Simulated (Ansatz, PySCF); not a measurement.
Spin states of F3W (SMILES [F][W]([F])[F]), each relaxed with B3LYP-D3(BJ)/def2-TZVP.
State 1 (charge 0, multiplicity 4):
```xyz
4

W     -0.0145     0.0168    -0.0141
F      1.7904    -0.3756    -0.3526
F     -0.7846    -0.4540     1.6325
F     -1.0492     0.8798    -1.3219
```
State 2 (charge 0, multiplicity 2):
```xyz
4

W      0.079    -0.017    -0.038
F      1.841    -0.380    -0.360
F     -0.869    -0.371     1.507
F     -1.109     0.834    -1.165
```

```
level                    energy of the multiplicity-2 state less that of the multiplicity-4 state (kcal/mol)  cost
-----------------------  -----------------------------------------------------------------------------------  ----
SVWN5/def2-TZVPP                                                                                       -1.29  ×0.6
PBE/def2-TZVPP                                                                                          4.16    ×1
BLYP/def2-TZVPP                                                                                         0.22    ×1
BLYP-D3(BJ)/def2-TZVPP                                                                                  0.19    ×1
BLYP-D4/def2-TZVPP                                                                                      0.16    ×1
B3LYP/def2-TZVPP                                                                                        3.66    ×1
B3LYP-D3(BJ)/def2-TZVPP                                                                                 3.64    ×1
PBE0-D3(BJ)/def2-TZVPP                                                                                  8.23    ×2
PBE0-D4/def2-TZVPP                                                                                      8.23    ×2
BHLYP/def2-TZVPP                                                                                        7.35    ×2
BHLYP-D4/def2-TZVPP                                                                                     7.33    ×2
CAM-B3LYP/def2-TZVPP                                                                                    4.40    ×3
CAM-B3LYP-D4/def2-TZVPP                                                                                 4.38    ×3
wB97X-V/def2-TZVPP                                                                                      2.45    ×4
```

The rows run from -1.29 (SVWN5/def2-TZVPP) to 8.23 kcal/mol (PBE0-D3(BJ)/def2-TZVPP). The dispersion term adds -0.03 in BLYP-D3(BJ), -0.06 in BLYP-D4, -0.02 in B3LYP-D3(BJ). The 7 functionals in def2-TZVPP without D3 or D4 span 8.64, from SVWN5 to BHLYP.

Singlets are restricted, other states unrestricted; no spin–orbit coupling, no relativity up to Kr; see below for the cores. The largest T1 diagnostic is 0.050.

Doubts at one or more of the structures used: a spin-contaminated determinant (PBE/def2-TZVPP, B3LYP/def2-TZVPP, B3LYP-D3(BJ)/def2-TZVPP, PBE0-D3(BJ)/def2-TZVPP, PBE0-D4/def2-TZVPP, BHLYP/def2-TZVPP, BHLYP-D4/def2-TZVPP, CAM-B3LYP/def2-TZVPP, CAM-B3LYP-D4/def2-TZVPP, wB97X-V/def2-TZVPP).

Programs: Ansatz (a first-principles code) with Gaussian orbitals; PySCF for the dispersion terms.  In def2 rows elements past Kr take small-core potentials, without spin–orbit coupling.

Costs are rough ratios of core time to PBE/def2-TZVPP (about 23 s over the structures, on one shared machine); a dash marks a level with no comparable run of its own.
